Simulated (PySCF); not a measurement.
Electronic structure of Ne⁸⁺ (neon, charge +8) at the UHF level

Configuration: 1s2, closed-shell 1S. All numbers are calculated (PySCF 2.14, scalar relativity by spin-free X2C-1e, in an even-tempered Gaussian basis (17 s from 3.6 bohr⁻², ratio 2.2; 7 p from 5.6 bohr⁻², ratio 2.4; 4 d from 17 bohr⁻², ratio 2.4; 3 f from 25 bohr⁻², ratio 2.4; 3 g from 38 bohr⁻², ratio 2.4)).

| Property | Result |
| --- | --- |
| Total energy | -93.976708 hartree |
| One-electron energy | -100.0211 hartree |
| Hartree (Coulomb) energy | 12.0888 hartree |
| Exchange energy | -6.0444 hartree |
| ⟨S²⟩ | 0.0000 |
| ⟨L²⟩ | 0.000 |
| Sum of ⟨r⟩ | 0.3110 bohr |
| Sum of ⟨r²⟩ | 0.06485 bohr² |

| shell | electrons | mean orbital energy (eV) | rms radius, mean of both spins (bohr) |
| --- | --- | --- | --- |
| 1s | 2 | -1196.4 | 0.180 |
